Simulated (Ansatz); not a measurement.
Reaction (atomization): `[SeH][SiH]1[CH2][AlH]1` → Al• + C• + 5 H• + Se• + Si•

Calculated with Ansatz (gas phase, PBE0-D4/def2-TZVP geometries, no zero-point term in ΔE). CBS: MP2 limit from def2 TZ/QZ plus the TZ coupled-cluster correction, frozen cores. This one scheme is used for every species, atoms too. DFT in def2-TZVPP. B3LYP here is the variant with VWN-RPA as its local correlation; programs differ in this. Open shells (•) are unrestricted, without spin–orbit coupling. Spin–orbit coupling would lower the free atoms: a little for Al, C, Si; clearly for Se. For Se outer-core shells are correlated without core-valence functions, so the limit isn't a true one: a few kJ/mol of doubt a bond, and 10 to 20 or more in all where bonds break to atoms. Scalar relativity is left out up to krypton. One conformer a species, not always the lowest.

| level | ΔE (kJ/mol) | difference from CCSD(T)/CBS |
| --- | --- | --- |
| PBE-D4 | 2706.1 | 21.2 |
| B3LYP-D4 | 2660.1 | -24.8 |
| ωB97M-V | 2672.6 | -12.3 |
| r2SCAN | 2696.5 | 11.6 |
| B3LYP | 2623.8 | -61.1 |
| MP2/def2-TZVPP | 2621.6 | -63.3 |
| SCS-MP2/def2-TZVPP | 2614.1 | -70.8 |
| HF/def2-QZVPP | 1914.5 | -770.4 |
| MP2/def2-QZVPP | 2669.6 | -15.3 |
| HF/CBS(def2) | 1915.0 | -769.9 |
| CCSD(T)/CBS | 2684.9 | 0 |

Largest T1 diagnostic among the species: 0.018.

The D4 term adds +36.3 kJ/mol with B3LYP and +19.0 kJ/mol with PBE0; it sums over pairs of atoms, weighted by their polarisabilities, and B3LYP, whose exchange is more repulsive, gets the larger term. In def2-TZVPP, CCSD(T) changes the Hartree–Fock value by +691.1 kJ/mol (the triples alone add +45.8 kJ/mol) and MP2 by +709.8 kJ/mol; breaking electron pairs costs correlation energy, which Hartree–Fock lacks.

For atomizations the MP2-based limit and the directly extrapolated one differ by several kJ/mol either way, and by 10 to 25 for some Ge, Se and Sn compounds, so smaller differences from it don't rank the levels.
